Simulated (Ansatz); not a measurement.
Hf₂O₉H₁₀⁻, a hydroxylated oxide cluster, relaxed as a doublet with UKS PBE-D4/def2-SVP in Ansatz, starting from the PBE-D4/def2-SVP geometry of the neutral singlet. Force threshold 0.03 eV/Å.

In the def2 sets Hf takes a core potential; there is no spin–orbit coupling. The highest occupied level of the relaxed charge -1 doublet lies above zero (up to 1.29 eV). By energy differences it is unbound by 0.19 eV (each at its own geometry, against the charge 0 singlet, at PBE0-D4/def2-TZVP) and held by the finite basis.

Start:

```xyz
21

Hf    0.261    1.431    0.425
Hf   -0.519   -1.641   -0.272
O     2.490    1.442   -0.273
O     0.336    2.202    2.208
O     0.086    2.965   -0.799
O    -1.736   -2.021    1.283
O     0.873   -0.533    1.083
O    -1.718   -1.688   -1.856
O     0.587    0.006   -1.301
O     0.508   -3.277   -0.495
O    -1.551    0.478    0.271
H     2.223    0.727   -0.924
H     2.591    2.245   -0.823
H     0.429    2.621    3.072
H    -0.174    3.663   -1.412
H    -2.008   -2.893    1.612
H     0.894   -0.767    2.026
H    -2.564   -1.233   -1.989
H     0.138    0.195   -2.147
H     0.960   -4.101   -0.707
H    -2.107    0.181    1.019
```

```csv
step,energy (eV),largest force component (eV/Å),SCF passes
1,-21182.8998,1.000,30
2,-21182.9708,0.710,40
3,-21183.0269,0.462,36
4,-21183.1278,0.579,39
5,-21183.2371,0.449,29
6 (rejected),-21183.2334,1.369,27
7,-21183.3097,0.419,28
8,-21183.3666,0.708,28
9,-21183.3845,1.128,28
10,-21183.4040,0.882,27
11,-21183.4945,0.369,27
12,-21183.5236,0.506,26
13,-21183.5494,0.387,27
14,-21183.5599,0.163,22
15 (rejected),-21183.5586,0.296,27
16,-21183.5734,0.089,28
17,-21183.5823,0.176,28
18,-21183.5881,0.437,27
19,-21183.5971,0.332,26
20,-21183.6196,0.194,26
21,-21183.6251,0.521,26
22,-21183.6411,0.167,22
23 (rejected),-21183.6316,0.310,26
24,-21183.6513,0.100,26
25,-21183.6529,0.097,22
26,-21183.6537,0.026,21
```

Force components are those of the run's own axes.

End:

```xyz
21

Hf    0.432    1.383    0.487
Hf   -0.678   -1.614   -0.297
O     2.603    1.124   -0.530
O    -0.582    2.456    1.869
O     0.855    2.962   -0.774
O    -1.717   -2.294    1.308
O     0.924   -0.704    0.984
O    -2.013   -1.781   -1.797
O     0.401    0.003   -1.375
O     0.499   -3.198   -0.658
O    -1.486    0.382    0.352
H     2.137    0.529   -1.181
H     2.444    2.028   -0.909
H     0.026    2.882    2.504
H     0.496    3.820   -0.486
H    -1.694   -3.242    1.523
H     0.956   -0.892    1.938
H    -2.896   -1.382   -1.727
H    -0.149    0.367   -2.094
H     1.413   -3.257   -0.336
H    -1.971    0.426    1.200
```

By distances, no bond broke or formed. The bond that changes most is Hf2–O11, from 2.42 to 2.25 Å (atoms count from 1). A close non-bonded pair moves further: O5–H13, from 2.61 to 1.85 Å.

No frequencies were taken in this run, so the end may be a saddle point.

It took 57 s on 2 threads of AMD EPYC 7R13 on a shared host and a share (18 GiB) of an NVIDIA H100 80GB HBM3, peak host memory 0.92 GiB.
